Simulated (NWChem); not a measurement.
System: SnHF, singlet; SMILES [F][SnH]

Parts of the log:

```
             Northwest Computational Chemistry Package (NWChem) 7.3.0
             --------------------------------------------------------

 CS  symmetry detected

                             Geometry "geometry" -> ""
                             -------------------------

 Output coordinates in angstroms (scale by  1.889725989 to convert to a.u.)

  No.       Tag          Charge          X              Y              Z
 ---- ---------------- ---------- -------------- -------------- --------------
    1 Sn                  50.0000     0.03330290     0.29156150     0.00000000
    2 H                    1.0000    -1.75500757     0.43828883     0.00000000
    3 F                    9.0000     0.00998474    -1.66848487     0.00000000

 Effective nuclear repulsion energy (a.u.)     137.9620694898

      Symmetry information
      --------------------

 Group name             Cs
 Group number              2
 Group order               2
 No. of unique centers     3

 Summary of "ao basis" -> "ao basis" (spherical)
 ------------------------------------------------------------------------------
       Tag                 Description            Shells   Functions and Types
 ---------------- ------------------------------  ------  ---------------------
 Sn                         def2-svp                10       26   4s4p2d
 H                          def2-svp                 3        5   2s1p
 F                          def2-svp                 6       14   3s2p1d

      Symmetry analysis of basis
      --------------------------

        a'         32
        a"         13

            General Information
            -------------------
          SCF calculation type: DFT
          Wavefunction type:  closed shell.
          No. of atoms     :     3
          No. of electrons :    32
           Alpha electrons :    16
            Beta electrons :    16
          Charge           :     0
          Spin multiplicity:     1
          Use of symmetry is: off; symmetry adaption is: on
          Maximum number of iterations: 150
          AO basis - number of functions:    45
                     number of shells:    19
          Convergence on energy requested:  1.00D-06
          Convergence on density requested:  1.00D-05
          Convergence on gradient requested:  5.00D-04

              XC Information
              --------------
          PerdewBurkeErnzerhof Exchange Functional  1.000
            Perdew 1991 LDA Correlation Functional  1.000 local
           PerdewBurkeErnz. Correlation Functional  1.000 non-local

             Grid Information
             ----------------
          Grid used for XC integration:  medium
          Radial quadrature: Mura-Knowles
          Angular quadrature: Lebedev.
          Tag              B.-S. Rad. Rad. Pts. Rad. Cut. Ang. Pts.
          ---              ---------- --------- --------- ---------
          Sn                  1.45      123           8.0       590
          H                   0.35       45           8.0       434
          F                   0.50       49           8.0       434
          Grid pruning is: on
          Number of quadrature shells:   217
          Spatial weights used:  Erf1

      Superposition of Atomic Density Guess
      -------------------------------------

 Sum of atomic energies:        -348.88753339

      Non-variational initial energy
      ------------------------------

 Total energy =    -312.936363
 1-e energy   =    -638.589466
 2-e energy   =     263.979390
 HOMO         =      -0.242627
 LUMO         =      -0.063193

      Symmetry analysis of molecular orbitals - initial
      -------------------------------------------------

  Numbering of irreducible representations:

     1 a'          2 a"

  Orbital symmetries:

     1 a'          2 a'          3 a'          4 a'          5 a"
     6 a'          7 a'          8 a'          9 a"         10 a"
    11 a'         12 a'         13 a'         14 a"         15 a'
    16 a'         17 a"         18 a'         19 a'         20 a'
    21 a'         22 a"         23 a'         24 a"         25 a'
    26 a"

[...]

                                NWChem TDDFT Module
                                -------------------

            General Information
            -------------------
           No. of orbitals :      90
            Alpha orbitals :      45
             Beta orbitals :      45
        Alpha frozen cores :       0
         Beta frozen cores :       0
     Alpha frozen virtuals :       0
      Beta frozen virtuals :       0
         Spin multiplicity :       1
    Number of AO functions :      45
        Use of symmetry is : off
      Symmetry adaption is : on
         Schwarz screening :  0.10D-07

              XC Information
              --------------
   PerdewBurkeErnzerhof Exchange Functional   1.00
     Perdew 1991 LDA Correlation Functional   1.00 local
    PerdewBurkeErnz. Correlation Functional   1.00 non-local

             TDDFT Information
             -----------------
          Calculation type : TDDFT
         Wavefunction type : Restricted singlets
          No. of electrons :      32
           Alpha electrons :      16
            Beta electrons :      16
              No. of roots :       6
          Max subspacesize :    5200
            Max iterations :     100
               Target root :       1
           Target symmetry : none
      Symmetry restriction : off
                 Algorithm : Optimal
        Davidson threshold :  0.10D-03

    6 smallest eigenvalue differences (eV)
--------------------------------------------------------
  No. Spin  Occ  Vir  Irrep   E(Occ)    E(Vir)   E(Diff)
--------------------------------------------------------
    1    1   16   17 a"       -0.213    -0.129     2.294
    2    1   15   17 a"       -0.297    -0.129     4.566
    3    1   16   18 a'       -0.213    -0.043     4.629
    4    1   14   17 a'       -0.305    -0.129     4.808
    5    1   13   17 a"       -0.316    -0.129     5.096
    6    1   16   19 a'       -0.213     0.022     6.389
--------------------------------------------------------

  Entering Davidson iterations
  Restricted singlet excited states

  Iter   NTrls   NConv    DeltaV     DeltaE      Time
  ----  ------  ------  ---------  ---------  ---------
    1      6       0     0.41E+00   0.10+100        1.2
    2     12       0     0.30E+00   0.23E-01        1.3
    3     24       0     0.77E-01   0.26E-01        1.8
    4     36       1     0.11E-01   0.12E-02        1.8
    5     46       2     0.21E-02   0.31E-04        1.6
    6     54       4     0.74E-03   0.19E-05        1.4
    7     58       4     0.28E-03   0.97E-07        1.1
    8     62       6     0.94E-04   0.95E-08        1.1
  ----  ------  ------  ---------  ---------  ---------
  Convergence criterion met

  Ground state a'       -314.570232781797 a.u.

  ----------------------------------------------------------------------------
  Root   1 singlet a"             0.097716173 a.u.                2.6590 eV
  ----------------------------------------------------------------------------
     Transition Moments    X  0.00000   Y -0.00000   Z -0.45769
     Dipole Oscillator Strength                    0.0136461827
     Electric Quadrupole                           0.0000000182
     Magnetic Dipole                               0.0000014864
     Total Oscillator Strength                     0.0136476873

     Occ.   12  a'  ---  Virt.   17  a"  -0.06295 X
     Occ.   15  a'  ---  Virt.   17  a"   0.08154 X
     Occ.   16  a'  ---  Virt.   17  a"   0.99705 X
     Occ.   16  a'  ---  Virt.   17  a"  -0.07342 Y
  ----------------------------------------------------------------------------
  Root   2 singlet a"             0.174568627 a.u.                4.7503 eV
  ----------------------------------------------------------------------------
     Transition Moments    X  0.00000   Y -0.00000   Z -0.31599
     Dipole Oscillator Strength                    0.0116205422
     Electric Quadrupole                           0.0000000256
     Magnetic Dipole                               0.0000003254
     Total Oscillator Strength                     0.0116208933

     Occ.   12  a'  ---  Virt.   17  a"  -0.06704 X
     Occ.   13  a'  ---  Virt.   17  a"  -0.17959 X
     Occ.   15  a'  ---  Virt.   17  a"  -0.97904 X
     Occ.   16  a'  ---  Virt.   17  a"   0.07147 X
  ----------------------------------------------------------------------------
  Root   3 singlet a'             0.182925943 a.u.                4.9777 eV
  ----------------------------------------------------------------------------
     Transition Moments    X -0.19743   Y  0.41394   Z  0.00000
     Dipole Oscillator Strength                    0.0256494459
     Electric Quadrupole                           0.0000001081
     Magnetic Dipole                               0.0000023230
     Total Oscillator Strength                     0.0256518771

     Occ.   14  a"  ---  Virt.   17  a"  -0.26658 X
     Occ.   15  a'  ---  Virt.   18  a'  -0.07504 X
     Occ.   16  a'  ---  Virt.   18  a'  -0.95394 X
     Occ.   16  a'  ---  Virt.   19  a'  -0.10131 X
  ----------------------------------------------------------------------------
  Root   4 singlet a"             0.194920546 a.u.                5.3041 eV
  ----------------------------------------------------------------------------
     Transition Moments    X -0.00000   Y  0.00000   Z -0.40731
     Dipole Oscillator Strength                    0.0215587584
     Electric Quadrupole                           0.0000000605
     Magnetic Dipole                               0.0000017109
     Total Oscillator Strength                     0.0215605298

[...]
```

Level: PBE/def2-SVP with def2 effective core potentials on Sn, full TDDFT. Low-valent species are run as closed-shell singlets; no triplet was tried in these runs. Geometry: optimised at PBE0/def2-SVP. def2 effective core potentials on Sn; no spin-orbit coupling.

Which NWChem input produces such a log?

One answer among several that fit: the input that was run:
```
start job
memory heap 200 mb stack 900 mb global 1100 mb
geometry units angstroms noautoz
  Sn     0.019398     0.304729     0.000000
  H     -1.763091     0.510438     0.000000
  F     -0.068641    -1.653478     0.000000
end
basis spherical
  * library def2-svp
end
ecp
  Sn library def2-ecp
end
dft
  xc xpbe96 cpbe96
  iterations 150
end
tddft
  nroots 6
  notriplet
end
task tddft energy
```
